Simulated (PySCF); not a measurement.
## [OsOCl4]2+ at several levels of theory

Computed with PySCF 2.14.0 (density fitting, no spin-orbit coupling) at the geometry relaxed with PBE0:

```xyz
6
[OsOCl4]2+ (singlet)
Os   -0.0090   -0.0154    0.2937
O     0.4218    0.7308    1.6840
Cl    0.6381    1.1036   -1.6793
Cl    1.9060   -0.9161   -0.3528
Cl   -1.7455    1.1936   -0.3538
Cl   -1.0847   -1.8772    0.6524
```

```csv
level,basis,state,HOMO (eV),gap (eV),charge on Os1 (e),dipole about the centre of mass (D),largest force component (eV/Å)
PBE0,"Os def2-SVP with ECP60, O def2-SVP, Cl def2-SVP",singlet,-19.71,1.93,0.88,1.50,0.01
CAM-B3LYP,the same,singlet,-20.84,3.89,0.88,1.47,0.30
r2SCAN,the same,singlet,-18.84,0.61,0.93,1.49,1.16
TPSS,the same,singlet,-18.61,0.58,0.88,1.46,1.88
PBE0,"Os def2-TZVP with ECP60, O def2-TZVP, Cl def2-TZVP",singlet,-19.35,1.95,1.18,1.57,0.59
PBE0,"Os x2c-SVPall, O x2c-SVPall, Cl x2c-SVPall",singlet,-19.79,1.90,0.48,1.66,0.56
```

Charges are Mulliken's, which hang on the basis. The relaxation used the grid (50, 194), these runs (75, 302) or, all-electron (x2c bases, spin-free X2C Hamiltonian), (99, 590).

**Question.** What does BP86 with Os def2-SVP with ECP60, O def2-SVP, Cl def2-SVP give here?

**Answer.** state singlet, HOMO (eV) -18.54, gap (eV) 0.55, charge on Os1 (e) 0.78, dipole about the centre of mass (D) 1.55, largest force component (eV/Å) 2.09. Time: 9.1 s on 2 threads of Arm Neoverse V1, with other jobs on the host, from an already converged density.

In the first row's basis the gap widens with exact exchange: 0.6 eV for BP86, TPSS, r2SCAN (none); 1.9 eV for PBE0 (a fixed share); 3.9 eV for CAM-B3LYP (rising or full at long range).

The gap of the closed shell is small, and it wasn't tested for a lower spin-broken solution at this geometry.

Small gap, closed shell not tested for a spin-broken solution: r2SCAN, BP86, TPSS, PBE0 (small-core/TZVP), PBE0 (x2c-SVP).
